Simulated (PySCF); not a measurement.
PySCF input file for CH3AlBrFO, SMILES [Br][Al]([O]C)[F], KT2/pcSseg-1. The structure is a stationary point at B3LYP-D3(BJ)/def2-SVP. Other conformers were not sampled.

```python
import numpy as np
from pyscf import gto, scf, dft
from pyscf.prop.nmr import rks as nmr

mol = gto.M(
    atom='''
    Al    0.67923130   -0.51656002    0.00000000
    F     2.33291888   -0.50596938   -0.00000000
    Br   -0.42923298    1.43152839   -0.00000000
    O    -0.11291636   -1.99367079   -0.00000000
    C    -1.42262898   -2.49219490    0.00000000
    H    -1.59059961   -3.12131259   -0.89141536
    H    -1.59059960   -3.12131259    0.89141537
    H    -2.18281845   -1.68932818    0.00000000
    ''',
    basis='pcSseg-1',
    charge=0,
    spin=0,
    max_memory=1600,
    verbose=3,
)
mf = dft.RKS(mol, xc='kt2')
mf.grids.level = 3
mf.conv_tol = 1e-10
mf.max_cycle = 100
mf.kernel()
n = nmr.NMR(mf)
n.verbose = 2
n.max_cycle_cphf = 60
sigma = n.kernel()
print('atom   isotropic/ppm   span/ppm')
for i, s in enumerate(sigma):
    w = np.linalg.eigvalsh((s + s.T) / 2)
    print(f'{mol.atom_symbol(i):2s}{i + 1:3d} {w.mean():14.3f} {w[2] - w[0]:11.3f}')
```

Program output:

```
converged SCF energy = -3046.48025253934
atom   isotropic/ppm   span/ppm
Al  1        467.638     118.009
F   2        328.378     183.801
Br  3       2803.027     381.790
O   4        284.542     177.119
C   5        126.684      84.685
H   6         27.163      10.770
H   7         27.163      10.770
H   8         27.011      10.799
```

Self-consistency was reached.

Cost: roughly 21 core-seconds.
